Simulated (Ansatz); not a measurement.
`N[SiH]([SiH3])[SnH3]` → `N[SiH2][SnH3]` + `[SiH2]` at 500 K and 1 bar (silylene loss).

Program: Ansatz. Geometries: PBE0-D4/def2-TZVP. ΔE: electronic, gas phase. CCSD(T)/CBS is the MP2 limit (def2-TZVPP, def2-QZVPP) plus CCSD(T) − MP2 in def2-TZVPP, frozen cores. This one scheme is used for every species. Elements past krypton have def2 core potentials. For Sn outer-core shells are correlated without core-valence functions, which leaves a few kJ/mol of doubt a bond. Each species was taken in one conformer, which may not be the lowest.

```json
{"species": "`N[SiH]([SiH3])[SnH3]`", "CCSD(T)/CBS energy (Eh)": "-852.30422", "H − E (kJ/mol)": "274.1", "S (J/(mol·K))": "509.8"}
{"species": "`N[SiH2][SnH3]`", "CCSD(T)/CBS energy (Eh)": "-562.02294", "H − E (kJ/mol)": "213.3", "S (J/(mol·K))": "420.5"}
{"species": "`[SiH2]`", "CCSD(T)/CBS energy (Eh)": "-290.19011", "H − E (kJ/mol)": "48.0", "S (J/(mol·K))": "226.5"}
```

H − E and S are ideal-gas, rigid-rotor, harmonic terms from PBE0-D4/def2-TZVP, for one conformer and one mirror image of each species. 1 Eh = 2625.50 kJ/mol, R = 8.31446 J/(mol·K).

Problem. By hand: ΔE, ΔH, ΔS and ΔG.

Solution. ΔE = (-562.02294) + (-290.19011) − (-852.30422) = 0.09117 Eh = 239.4 kJ/mol. Δ(H − E) = 213.3 + 48.0 − 274.1 = -12.8, so ΔH = 226.6 kJ/mol. ΔS = 420.5 + 226.5 − 509.8 = 137.2 J/(mol·K). ΔG = 226.6 − 500 × (137.2)/1000 = 158.0 kJ/mol.

Problem. By hand: the equilibrium constant, and the temperature at which ΔG would vanish if ΔH and ΔS stayed fixed.

Solution. log₁₀ K = −ΔG/(RT ln 10) = -16.5. ΔG = 0 at ΔH/ΔS = 1652 K.

The number of gas molecules changes by +1, which sets the sign of ΔS. A doubt of 5 kJ/mol in ΔE shifts log₁₀ K by 0.5 here. Other conformers and mirror images would add mixing entropy, several J/(mol·K) or more a flexible species. Modes under 60 cm⁻¹, often nearly free rotors, make the harmonic entropy too high. These are equilibria of isolated gas molecules and say nothing of rates. Largest T1 diagnostic: 0.014 (customary marks: 0.02 for closed shells, 0.045 for open ones).
